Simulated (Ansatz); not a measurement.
# The standard entropy of C2Cl2F4 (dichlorotetrafluoroethane) from a frequency calculation

A singlet with charge 0, relaxed at PBE0-D4/def2-TZVP (Ansatz 0.2.0):

```xyz
8

F     0.2678   -1.5670   -0.7248
C    -0.2508   -0.3456   -0.6497
F     0.1540    0.3557   -1.7036
Cl   -2.0051   -0.4468   -0.6447
C     0.2508    0.3456    0.6497
F    -0.1540   -0.3557    1.7037
F    -0.2677    1.5671    0.7248
Cl    2.0051    0.4468    0.6447
```

Harmonic wavenumbers in cm⁻¹: 68, 166, 224, 252, 324, 361, 378, 439, 445, 548, 617, 716, 852, 1061, 1165, 1214, 1229, 1295.

Masses in u: F 18.998, C 12.011, Cl 35.45. Take T = 298.15 K, p = 1 bar, R = 8.3145 J/(mol K), kT/hc = 207.22 cm⁻¹, rigid rotor and harmonic oscillator.

Question: Compute the standard molar entropy.

Answer: 
1. Translation (Sackur–Tetrode): S = R[3/2 ln M + 5/2 ln T − 1.1517] with M = 170.914 gives 173.0 J/(mol K).
2. Rotation: principal moments 227.219, 436.633, 486.485 u Å² give A, B, C = 0.0742, 0.0386, 0.0347 cm⁻¹; the symmetry number is σ = 2; q = (√π/σ)√((kT/hc)³/ABC) = 265175; S = R(ln q + 3/2) = 116.3.
3. Vibration: with u = ν̃/207.22, each mode gives R[u/(eᵘ − 1) − ln(1 − e⁻ᵘ)]; the sum is 71.5, most from 68 cm⁻¹ (17.6), 166 cm⁻¹ (10.4), 224 cm⁻¹ (8.1).
4. Electronic: R ln 1 = 0.0, from the spin multiplicity alone.
5. Sum: 173.0 + 116.3 + 71.5 + 0.0 = 360.8 J/(mol K).

No measured value is set beside it here. Where a soft mode is a torsion, a harmonic oscillator describes it poorly.
